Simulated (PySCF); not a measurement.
Electron correlation in Cu²⁺ (copper, charge +2)

[Ar] 3d8 4s1, high-spin 4F determinant (an excited configuration). All numbers are calculated (PySCF 2.14, scalar relativity through the core potential, in aug-cc-pVDZ-PP with ECP10MDF (5s5p4d2f, 54 functions)). Frozen: 3s2 3p6; 9 electrons correlated.

```csv
level,correlation energy (mhartree)
CCSD,-224.41
(T),-3.16
CCSD(T),-227.57
```

Diagnostics: T1 = 0.0069, D1 = 0.0146, largest double amplitude 0.017.

Cost of the coupled-cluster step: about 2 core-seconds, for 9 correlated electrons.
